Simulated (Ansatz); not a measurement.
Reaction (formal exchange of groups at the Si–O bond): `[SiH3]OB(O[SiH3])O[SiH3]` + `C=[CH][GeH3]` → `C=[CH][GeH2][SiH3]` + `OB(O[SiH3])O[SiH3]`

Isolated molecules relaxed with PBE0-D4/def2-TZVP in Ansatz; ΔE leaves out vibrations. CCSD(T)/CBS adds triple-zeta CCSD(T) − MP2 to the extrapolated MP2 energy (def2 sets, frozen cores). Functionals use def2-TZVPP. For Ge outer-core shells are correlated without core-valence functions, which leaves a few kJ/mol of doubt a bond. Scalar relativity is left out up to krypton. Each species was taken in one conformer, which may not be the lowest.

```csv
level,ΔE (eV)
r2SCAN-D4,0.82
PBE0,0.71
```

Task: What does CCSD(T)/CBS give? (An estimate is asked.)

Result: Ansatz gave: +0.88 eV. The listed levels differ from it by -0.06, -0.17 eV.

Largest T1 diagnostic among the species: 0.012.

In def2-TZVPP, CCSD(T) changes the Hartree–Fock value by −0.25 eV (the triples alone add −0.03 eV) and MP2 by −0.22 eV. From PBE to PBE0 (25 % exact exchange), in def2-TZVPP and without D4, ΔE moves by +0.07 eV.
